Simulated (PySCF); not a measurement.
C₅H₃F, SMILES C#CC(F)=C=C.

Coordinates come from a B3LYP-D3(BJ)/def2-SVP optimisation. This is a generated structure with no PubChem entry under its InChIKey; it may be hypothetical.

Computed with PySCF with SMD-ωB97X/def2-SVP.

Solvation free energies are E(SMD) − E(gas) at the gas-phase geometry, for 1 M in both phases. In vacuum the dipole moment is 1.99 D.

Computed solvation free energies in water, toluene, ethylethanoate:
```
solvent         ΔG(solv) (kcal/mol)  its non-electrostatic (CDS) part  dipole (D)
--------------  -------------------  --------------------------------  ----------
water                           0.6                               5.8        2.74
toluene                        -2.5                              -0.1        2.33
ethylethanoate                 -3.0                               1.0        2.56
```
